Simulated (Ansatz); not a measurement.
Cost and result for the atomization energy of CH$_{7}$BOSi (`BC[SiH2]O`) (11 atoms, 10 bonds).

```xyz
11

B    -0.419    0.029   -1.795
C    -0.335    0.659   -0.399
Si    0.298   -0.602    0.854
O     0.285    0.027    2.377
H    -1.410   -0.544   -2.149
H     0.523    0.048   -2.535
H    -1.303    0.962    0.015
H     0.385    1.482   -0.331
H    -0.595   -1.781    0.916
H     1.675   -1.019    0.471
H     0.896    0.738    2.575
```

Charge 0, multiplicity 1. The geometry is a stationary point of PBE0-D4/def2-TZVP. It is one conformer, not always the lowest. Program: Ansatz. All runs use 2 threads of an AMD EPYC 7B13 on a shared host. Times are those of one run each, without the atoms' runs, and a repeat can differ threefold. Electronic energies, without spin–orbit coupling; frozen cores. CCSD(T)/CBS adds CCSD(T) − MP2 in def2-TZVPP to the MP2 limit, and its time is that of the two runs behind it. T1 = 0.011. HSE06 is the plane-wave form, built on full-range PBE exchange.

CCSD(T)/CBS is a level of theory with its own doubt, some kJ/mol a heavy atom from the limit and from the frozen cores, so smaller differences don't rank the functionals.

```tsv
level	functions	wall time
LDA (SPW92)/def2-TZVPP	233	1.5 s
BLYP-D4/def2-TZVPP	233	2.3 s
BHLYP-D4/def2-TZVPP	233	3.1 s
HSE06-D4/def2-TZVPP	233	3.4 s
CAM-B3LYP-D4/def2-TZVPP	233	3.6 s
CCSD(T)/def2-SVP	95	3.8 s
r2SCANh-D4/def2-TZVPP	233	4.4 s
r2SCAN-D4/def2-TZVPP (with forces)	233	4.8 s
B2PLYP/def2-TZVPP	233	5.5 s
ωB97X-V/def2-TZVPP	233	7.5 s
MP2/def2-QZVPP	451	22 s
CCSD(T)/def2-TZVPP	233	4.8 min
CCSD(T)/CBS(def2)	–	5.2 min
```

Q: What atomization energy does each give, and how far from CCSD(T)/CBS? (An estimate is asked.)

A: Ansatz gave: 
```tsv
level	atomization (kcal/mol)	difference from CCSD(T)/CBS	per bond
LDA (SPW92)/def2-TZVPP	1055.0	113.0	11.3
BLYP-D4/def2-TZVPP	935.9	-6.1	-0.6
BHLYP-D4/def2-TZVPP	924.8	-17.2	-1.7
HSE06-D4/def2-TZVPP	938.1	-3.9	-0.4
CAM-B3LYP-D4/def2-TZVPP	947.5	5.5	0.5
CCSD(T)/def2-SVP	886.6	-55.4	-5.5
r2SCANh-D4/def2-TZVPP	940.6	-1.4	-0.1
r2SCAN-D4/def2-TZVPP (with forces)	944.6	2.6	0.3
B2PLYP/def2-TZVPP	933.4	-8.6	-0.9
ωB97X-V/def2-TZVPP	944.6	2.6	0.3
MP2/def2-QZVPP	943.1	1.1	0.1
CCSD(T)/def2-TZVPP	919.8	-22.2	-2.2
CCSD(T)/CBS(def2)	942.0	0.0	0.0
```

From r2SCAN to r2SCAN0 (25 % exact exchange), in def2-TZVPP and without D4, the atomization energy moves by −9.9 kcal/mol: exact exchange takes away binding that semilocal exchange gives to molecules. The D4 term adds +7.1 kcal/mol with B3LYP and +3.7 kcal/mol with PBE0; it sums over pairs of atoms, weighted by their polarisabilities, and B3LYP, whose exchange is more repulsive, gets the larger term. At CCSD(T), def2-SVP lies −55.4 kcal/mol from the extrapolated value and def2-TZVPP −22.2 kcal/mol: correlation converges slowly with the basis, and small sets miss more of it in the bonded molecule than in its fragments.

B3LYP here is the variant with VWN-RPA as its local correlation; programs differ in this.
